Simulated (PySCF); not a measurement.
CH3Li, SMILES [Li][CH3]. Heavy atoms are numbered as in [Li:1][CH3:2]. Hydrogens are named by the atom that carries them.

Geometry optimised at B3LYP-D3(BJ)/def2-TZVPD. The isomer is the one that the SMILES or the coordinates give; other isomers of the formula were not compared.

Computed with PBE/pcSseg-2 (PySCF).

GIAO shieldings, no solvent; atoms alike by connectivity are averaged. δ = σ(ref) − σ: ¹³C against TMS (σ = 181.4 ppm); ¹H against TMS (σ = 31.47 ppm), references at their B3LYP-D3(BJ)/def2-TZVP geometries, non-relativistic.

```csv
nucleus,atoms,count,δ (ppm)
¹³C,C2 (CH3),1,-27.6
¹H,H on C2,3,-1.44
```
